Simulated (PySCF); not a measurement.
B3LYP has the VWN-RPA correlation part, as in Gaussian. Delta-SCF ions had no search for a lower state. Excitations are Tamm–Dancoff values on a coarser integration grid. The basis has no diffuse functions, so Rydberg states are missing or too high.

C2H2N2, SMILES `N#CN=C` (charge 0, multiplicity 1)

Level of theory: B3LYP-D3(BJ)/def2-TZVP (PySCF).

```yaml
HOMO: -8.34 eV
dipole_moment: 4.52 D
LUMO: -2.77 eV
HOMO–LUMO gap: 5.56 eV
S1 excitation (TDA): 4.12 eV
S1 oscillator strength: 0.001
brightest of the four lowest singlets (TDA): 6.13 eV
T1 excitation (TDA): 3.58 eV
S1–T1 gap (TDA): 0.54 eV
vertical ionisation energy (Delta-SCF): 10.96 eV
total_energy: -5086.98 eV
cost: roughly 50 core-seconds
```

```xyz
6

C     -0.8950    -0.0973     0.4427
N      0.3264     0.0580     0.7620
C      1.2729     0.1423    -0.1776
N      2.1662     0.2272    -0.9071
H     -1.6262    -0.1606     1.2423
H     -1.2443    -0.1697    -0.5878
```
